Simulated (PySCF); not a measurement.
CH₄OSZn, SMILES C[O][Zn][SH].

Geometry: B3LYP-D3(BJ)/def2-SVP. The structure was generated by enumeration; whether it is a known compound was not checked. One conformer was computed; it need not be the lowest.

All values below come from PBE/def2-TZVP in PySCF.

The molecule is in vacuum.

| Quantity | Value |
|---|---|
| total energy | -2292.84629 hartree |
| highest occupied level | -6.04 eV |
| lowest empty level | -1.95 eV |
| orbital gap | 4.09 eV |
| dipole moment | 1.17 D |
| quadrupole, principal values (traceless, Buckingham form, about the centre of nuclear charge) | -7.47, 0.99, 6.48 D·Å |
| mean static polarisability | 63.8 bohr³ (9.46 Å³) |
| polarisability, principal values | 48.8, 49.2, 93.4 bohr³ |
